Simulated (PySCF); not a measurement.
Job for PySCF: R-B3LYP/LANL2DZ on InCu, 2S+1 = 1, a spin state set in the input, which need not be the lowest, a point of a bond scan (R = 2.836 Å).

```python
from pyscf import gto, scf, dft, mp
from pyscf.data.elements import chemcore

mol = gto.M(
    atom='''
    Cu    0.00000000    0.00000000    0.00000000
    In    0.00000000    0.00000000    2.83622400
    ''',
    basis='lanl2dz',
    ecp={'Cu': 'lanl2dz', 'In': 'lanl2dz'},
    charge=0, spin=0, verbose=3, max_memory=1800)
mf = dft.RKS(mol, xc='b3lyp')
mf.conv_tol = 1e-8
mf.max_cycle = 100
mf.kernel()
if not mf.converged:
    mf = mf.newton().run(mf.mo_coeff, mf.mo_occ)
```

It printed:

```
converged SCF energy = -198.0323933805
```

The calculation finished and met its thresholds.

Cost: around 1.5 core-seconds (rough).
